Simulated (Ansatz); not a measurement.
Total energies of C₁₀H₁₇GeN, SMILES `CC(C)(C)[N]([GeH3])c1ccccc1`.

```
atom    x (Å)    y (Å)    z (Å)
  C1  -1.2418  -1.3253   2.1855
  C2  -0.8649  -0.2332   1.1936
  C3  -0.2895   0.9469   1.9715
  C4  -2.1196   0.2224   0.4463
  N5   0.1569  -0.7716   0.2683
 Ge6   0.0757  -2.5212  -0.3294
  C7   0.7347   0.1383  -0.6570
  C8   0.1784   0.3653  -1.9154
  C9   0.7781   1.2347  -2.8139
 C10   1.9427   1.9012  -2.4663
 C11   2.5091   1.6807  -1.2189
 C12   1.9143   0.8033  -0.3271
 H13  -0.3594  -1.6948   2.7119
 H14  -1.7334  -2.1709   1.6949
 H15  -1.9445  -0.9304   2.9218
 H16  -1.0328   1.3205   2.6796
 H17  -0.0154   1.7690   1.3087
 H18   0.5985   0.6437   2.5304
 H19  -1.8876   1.0281  -0.2529
 H20  -2.5603  -0.6054  -0.1158
 H21  -2.8719   0.5933   1.1471
 H22   1.1747  -2.6315  -1.3926
 H23   0.3501  -3.4896   0.8330
 H24  -1.2943  -2.8878  -0.9526
 H25  -0.7333  -0.1544  -2.1907
 H26   0.3321   1.3915  -3.7897
 H27   2.4124   2.5819  -3.1668
 H28   3.4277   2.1864  -0.9429
 H29   2.3632   0.6092   0.6397
```

The species carries charge 0 and has multiplicity 1. Correlated methods include outer-core shells of Ge, which these sets cover unevenly. Scalar relativity is left out up to krypton. All single points use the PBE0-D4/def2-TZVP geometry. It is one conformer, not always the lowest. Basis def2-TZVPP, Ansatz.

RPA on PBE orbitals: Hartree–Fock energy of these orbitals -2518.41173 Eh, correlation -3.44067 Eh (frozen core).

| functional | energy without D4 (Eh) | D4 term (kJ/mol) |
| --- | --- | --- |
| HSE06 (plane-wave form) | -2522.37797 | -77.9 |
| BHLYP | -2522.90512 | -112.7 |

(1) Give the same for LDA (SPW92), PBE, revPBE, BLYP, r2SCAN, B97M-V, PBE0, B3LYP, r2SCANh, r2SCAN0, CAM-B3LYP, LC-ωPBE, ωB97X-V, ωB97M-V, B2PLYP, PBE-QIDH. (Best estimate.)

B3LYP takes the VWN-RPA correlation (the form of Gaussian; ORCA's B3LYP/G). HSE06 is the plane-wave form, built on full-range PBE exchange. The double hybrids freeze the cores in their second-order part.

## Answers

(1) Computed: 
| functional | energy without D4 (Eh) | D4 term (kJ/mol) |
| --- | --- | --- |
| LDA (SPW92) | -2515.95832 | – |
| PBE | -2522.28538 | -96.7 |
| revPBE | -2522.89725 | -287.5 |
| BLYP | -2523.02480 | -206.6 |
| r2SCAN | -2522.93599 | -27.7 |
| B97M-V | -2522.84718 | – |
| PBE0 | -2522.40408 | -83.5 |
| B3LYP | -2523.26383 | -152.5 |
| r2SCANh | -2522.91027 | -29.2 |
| r2SCAN0 | -2522.87452 | -31.9 |
| CAM-B3LYP | -2523.07519 | -84.9 |
| LC-ωPBE | -2522.63513 | – |
| ωB97X-V | -2522.90370 | – |
| ωB97M-V | -2522.88725 | – |
| B2PLYP | -2522.43513 | – |
| PBE-QIDH | -2522.02140 | – |

LC-ωPBE has ω = 0.4 bohr⁻¹.
